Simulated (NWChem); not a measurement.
Everything below was run with NWChem. System: H₂Ge, charge 0, spin multiplicity 1, at a geometry optimised with B3LYP/def2-SVP. The structure started from a generated list of species. Level: TD-B3LYP/6-31G* (spherical d), VWN1-RPA local correlation.

Input file:

```
start mol
memory heap 200 mb stack 900 mb global 1100 mb
geometry units angstroms nocenter noautoz noautosym
  Ge     0.000000     0.000000     0.066351
  H     -1.142489     0.000000    -1.061618
  H      1.142489     0.000000    -1.061618
end
basis spherical
  * library 6-31g*
end
dft
  xc b3lyp
  semidirect memsize 60000000 filesize 0
  iterations 100
end
tddft
  rpa
  nroots 10
  notriplet
end
task tddft energy
```

Output (cleaned and shortened):

```
             Northwest Computational Chemistry Package (NWChem) 7.3.0
             --------------------------------------------------------

                                NWChem Input Module
                                -------------------

 Scaling coordinates for geometry "geometry" by  1.889725989
 (inverse scale =  0.529177249)

                             Geometry "geometry" -> ""
                             -------------------------

 Output coordinates in angstroms (scale by  1.889725989 to convert to a.u.)

  No.       Tag          Charge          X              Y              Z
 ---- ---------------- ---------- -------------- -------------- --------------
    1 Ge                  32.0000     0.00000000     0.00000000     0.06635100
    2 H                    1.0000    -1.14248900     0.00000000    -1.06161800
    3 H                    1.0000     1.14248900     0.00000000    -1.06161800

 Effective nuclear repulsion energy (a.u.)      21.3263105001

            Nuclear Dipole moment (a.u.)
            ----------------------------
        X                 Y               Z
 ---------------- ---------------- ----------------
     0.0000000000     0.0000000000    -0.0000075589


 Summary of "ao basis" -> "" (spherical)
 ------------------------------------------------------------------------------
       Tag                 Description            Shells   Functions and Types
 ---------------- ------------------------------  ------  ---------------------
 *                           6-31g*                   on all atoms

                                 NWChem DFT Module
                                 -----------------

 Summary of "ao basis" -> "ao basis" (spherical)
 ------------------------------------------------------------------------------
       Tag                 Description            Shells   Functions and Types
 ---------------- ------------------------------  ------  ---------------------
 Ge                          6-31g*                 12       32   5s4p3d
 H                           6-31g*                  2        2   2s

 Summary of "ao basis" -> "ao basis" (spherical)
 ------------------------------------------------------------------------------
       Tag                 Description            Shells   Functions and Types
 ---------------- ------------------------------  ------  ---------------------
 Ge                          6-31g*                 12       32   5s4p3d
 H                           6-31g*                  2        2   2s

            General Information
            -------------------
          SCF calculation type: DFT
          Wavefunction type:  closed shell.
          No. of atoms     :     3
          No. of electrons :    34
           Alpha electrons :    17
            Beta electrons :    17
          Charge           :     0
          Spin multiplicity:     1
          Use of symmetry is: off; symmetry adaption is: off
          Maximum number of iterations: 100
          AO basis - number of functions:    36
                     number of shells:    16
          Convergence on energy requested:  1.00D-06
          Convergence on density requested:  1.00D-05
          Convergence on gradient requested:  5.00D-04

              XC Information
              --------------
                         B3LYP Method XC Potential
                     Hartree-Fock (Exact) Exchange  0.200
                        Slater Exchange Functional  0.800 local
                    Becke 1988 Exchange Functional  0.720 non-local
[...]
     Occ.   17  a   ---  Virt.   24  a    0.06167 X
  ----------------------------------------------------------------------------
  Root   6 singlet a              0.359331334 a.u.                9.7779 eV
  ----------------------------------------------------------------------------
     Transition Moments    X -0.00000   Y  0.00000   Z  1.56214
     Transition Moments   XX  0.67122  XY  0.00000  XZ  0.00000
     Transition Moments   YY  1.37720  YZ -0.00000  ZZ  0.85291
     Dipole Oscillator Strength                    0.5845784044
     Electric Quadrupole                           0.0000000332
     Magnetic Dipole                               0.0000000000
     Total Oscillator Strength                     0.5845784376

          sigma_e =   2.2825 Angstrom
          sigma_h =   1.5727 Angstrom
         |d_h->e| =   0.6629 Angstrom
            d_exc =   2.8612 Angstrom
            d_CD1 =   1.3727 Angstrom
            d_CD2 =  -1.2646 Angstrom
            d_CD3 =   3.5241 Angstrom
     Pearson C.C. =  -0.0089

     Occ.   16  a   ---  Virt.   19  a   -0.82659 X
     Occ.   16  a   ---  Virt.   19  a    0.06469 Y
     Occ.   17  a   ---  Virt.   20  a    0.36562 X
     Occ.   17  a   ---  Virt.   21  a   -0.34397 X
     Occ.   17  a   ---  Virt.   24  a   -0.24568 X
     Occ.   17  a   ---  Virt.   26  a   -0.08150 X
  ----------------------------------------------------------------------------
  Root   7 singlet a              0.369601188 a.u.               10.0574 eV
  ----------------------------------------------------------------------------
     Transition Moments    X -1.22604   Y -0.00000   Z  0.00000
     Transition Moments   XX -0.00000  XY -0.00000  XZ  0.55095
     Transition Moments   YY  0.00000  YZ -0.00000  ZZ  0.00000
     Dipole Oscillator Strength                    0.3703860589
     Electric Quadrupole                           0.0000000816
     Magnetic Dipole                               0.0000000313
     Total Oscillator Strength                     0.3703861718

          sigma_e =   2.2479 Angstrom
          sigma_h =   1.5335 Angstrom
         |d_h->e| =   0.4271 Angstrom
            d_exc =   2.8134 Angstrom
            d_CD1 =   1.1414 Angstrom
            d_CD2 =  -1.4636 Angstrom
            d_CD3 =   3.2405 Angstrom
     Pearson C.C. =  -0.0476

     Occ.   15  a   ---  Virt.   19  a   -0.06547 X
     Occ.   16  a   ---  Virt.   20  a    0.84637 X
     Occ.   16  a   ---  Virt.   21  a    0.38912 X
     Occ.   17  a   ---  Virt.   19  a   -0.12759 X
     Occ.   17  a   ---  Virt.   22  a    0.33497 X
  ----------------------------------------------------------------------------
  Root   8 singlet a              0.379061845 a.u.               10.3148 eV
  ----------------------------------------------------------------------------
     Transition Moments    X  0.00000   Y -0.83166   Z  0.00000
     Transition Moments   XX  0.00000  XY -0.00000  XZ -0.00000
     Transition Moments   YY -0.00000  YZ -0.97783  ZZ  0.00000
     Dipole Oscillator Strength                    0.1747875311
     Electric Quadrupole                           0.0000002773
     Magnetic Dipole                               0.0000000676
     Total Oscillator Strength                     0.1747878761

          sigma_e =   2.1789 Angstrom
          sigma_h =   1.4785 Angstrom
         |d_h->e| =   0.0933 Angstrom
            d_exc =   2.6582 Angstrom
            d_CD1 =   0.7936 Angstrom
            d_CD2 =  -1.7354 Angstrom
            d_CD3 =   2.7515 Angstrom
     Pearson C.C. =  -0.0192

     Occ.   15  a   ---  Virt.   18  a   -0.65325 X
     Occ.   17  a   ---  Virt.   23  a    0.75406 X
  ----------------------------------------------------------------------------
  Root   9 singlet a              0.382773591 a.u.               10.4158 eV
  ----------------------------------------------------------------------------
     Transition Moments    X -0.57939   Y -0.00000   Z -0.00000
     Transition Moments   XX  0.00000  XY  0.00000  XZ  2.11803
     Transition Moments   YY -0.00000  YZ  0.00000  ZZ -0.00000
     Dipole Oscillator Strength                    0.0856626394
     Electric Quadrupole                           0.0000013397
     Magnetic Dipole                               0.0000002991
     Total Oscillator Strength                     0.0856642782

          sigma_e =   2.3016 Angstrom
          sigma_h =   1.6036 Angstrom
         |d_h->e| =   0.2246 Angstrom
            d_exc =   2.7056 Angstrom
            d_CD1 =   0.9226 Angstrom
            d_CD2 =  -1.7280 Angstrom
            d_CD3 =   2.9302 Angstrom
     Pearson C.C. =   0.0812

     Occ.   16  a   ---  Virt.   20  a    0.12905 X
     Occ.   16  a   ---  Virt.   21  a    0.45812 X
     Occ.   17  a   ---  Virt.   19  a   -0.06057 X
     Occ.   17  a   ---  Virt.   22  a   -0.87408 X
  ----------------------------------------------------------------------------
  Root  10 singlet a              0.404459988 a.u.               11.0059 eV
  ----------------------------------------------------------------------------
     Transition Moments    X  0.00000   Y  0.75583   Z -0.00000
     Transition Moments   XX  0.00000  XY -0.00000  XZ -0.00000
     Transition Moments   YY -0.00000  YZ -1.26707  ZZ -0.00000
     Dipole Oscillator Strength                    0.1540395642
     Electric Quadrupole                           0.0000005657
     Magnetic Dipole                               0.0000000106
     Total Oscillator Strength                     0.1540401404

          sigma_e =   2.0885 Angstrom
          sigma_h =   1.4564 Angstrom
         |d_h->e| =   0.2880 Angstrom
            d_exc =   2.6329 Angstrom
            d_CD1 =   0.9201 Angstrom
            d_CD2 =  -1.4845 Angstrom
            d_CD3 =   2.9209 Angstrom
     Pearson C.C. =  -0.0602

     Occ.   15  a   ---  Virt.   18  a    0.73925 X
     Occ.   15  a   ---  Virt.   18  a   -0.05764 Y
     Occ.   15  a   ---  Virt.   23  a   -0.06182 X
     Occ.   16  a   ---  Virt.   25  a    0.09470 X
     Occ.   17  a   ---  Virt.   23  a    0.65399 X
     Occ.   17  a   ---  Virt.   27  a   -0.13695 X

              Target root =      1
          Target symmetry = none
      Ground state energy =  -2077.909791607990
        Excitation energy =      0.089306834299
     Excited state energy =  -2077.820484773690

  stored tddft:energy   -2077.8204847736902

 Task  times  cpu:       19.6s     wall:       19.6s

 Total times  cpu:       19.7s     wall:       19.7s
```
